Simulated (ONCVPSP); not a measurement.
# arsenic (As): variants of one ONCV potential

Base potential:

* Element: As
* Generator: ONCVPSP 4.0.1
* Type: optimised norm-conserving Vanderbilt (ONCV)
* Functional: LDA (Perdew-Wang 92)
* Relativity: scalar-relativistic
* Frozen core: [Ar]
* Valence charge: 15
* Reference configuration: 3d10 4s2 4p3
* Partial waves: 4s: rc 1.70 bohr, ncon 4, nbas 7, qcut 3.8 1/bohr, 1 projector; 4p: rc 2.00 bohr, ncon 5, nbas 8, qcut 3.5 1/bohr, 3 projectors, debl 3.8 Ha; 3d: rc 0.95 bohr, ncon 5, nbas 9, qcut 15.1 1/bohr, 1 projector
* Local potential: polynomial inside 0.90 bohr (lpopt 5, dvloc0 -1 Ha)
* Core correction: Teter function, fcfact 4, rcfact 1.75

Cutoffs, loose and tight: the cutoffs (Ha) at which the residual kinetic energy of the hardest occupied pseudo-wave falls to 1 and 0.1 mHa per electron. They do not see the model core or the augmentation charge, which bear on the density cutoff. Test errors are all-electron minus pseudo excitation energies from the reference, over the configurations 3d10 4s2 4p2; 3d10 4s2 4p1; 3d10 4s2 4p0; 3d9 4s2 4p3. A dash means not determined; rows that change the core or the reference have their own tests.

A true bound ghost makes a file unfit for plane-wave use even where its test errors are small: the radial tests pick states by their node count and pass the ghost by.

```
           change    outcome  cutoff, loose  cutoff, tight  bound ghosts  GHOST(+) flags above zero  largest test error (meV)
             base  generated         110 Ha         287 Ha             s                          p                      -498
d: ncon 4, nbas 8  generated         102 Ha         117 Ha             s                          p                      -476
```

(1) What comes out with this change to the base: d: nproj 3?

(2) What comes out with this change to the base: all radii but the core radius scaled by about 1.12 (s 1.90, p 2.24, d 1.06 bohr); local potential polynomial inside 1.02 bohr (lpopt 5, dvloc0 -1 Ha)?

## Answers

(1) outcome: generated, projector energies reset by the program; cutoff, loose: 110 Ha; cutoff, tight: 287 Ha; bound ghosts: s; GHOST(+) flags above zero: p, d; largest test error (meV): -441.

(2) outcome: generated; cutoff, loose: 99 Ha; cutoff, tight: 111 Ha; bound ghosts: s; GHOST(+) flags above zero: p; largest test error (meV): -473.
